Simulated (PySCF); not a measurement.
C7H5F3, SMILES C(F)(c1ccccc1)(F)F, singlet, GFN2-xTB optimised geometry.

```
15

F     -1.61    -2.22    -1.30
C     -1.35    -1.82    -0.03
F     -0.67    -2.82     0.54
F     -2.54    -1.76     0.59
C     -0.61    -0.51     0.00
C     -1.32     0.68    -0.01
C     -0.63     1.88    -0.01
C      0.76     1.89     0.00
C      1.46     0.69     0.00
C      0.78    -0.51     0.00
H     -2.40     0.66    -0.01
H     -1.18     2.81    -0.01
H      1.29     2.82     0.00
H      2.54     0.70     0.00
H      1.32    -1.45     0.01
```

Density from B3LYP/def2-TZVP in PySCF at that geometry.

Minimum of the electron density along straight lines between bonded atoms, close to the bond critical point (lines longer than 1.1 times the sum of covalent radii, or with two minima, are not listed):

```tsv
bond	length / Å	ρ at the minimum / e bohr⁻³	∇²ρ there / e bohr⁻⁵	position (fraction from the first atom)
F1–C2	1.350	0.281	-0.55	0.65
C2–F3	1.342	0.285	-0.52	0.34
C2–F4	1.343	0.285	-0.52	0.34
C2–C5	1.502	0.276	-0.78	0.54
C5–C6	1.389	0.321	-0.95	0.51
C6–C7	1.383	0.325	-0.98	0.50
C7–C8	1.385	0.324	-0.98	0.50
C8–C9	1.385	0.325	-0.98	0.50
C5–C10	1.388	0.321	-0.95	0.51
C9–C10	1.384	0.325	-0.98	0.50
C6–H11	1.079	0.291	-1.05	0.65
C7–H12	1.079	0.290	-1.05	0.65
C8–H13	1.080	0.290	-1.05	0.65
C9–H14	1.079	0.290	-1.05	0.65
C10–H15	1.079	0.291	-1.06	0.65
```
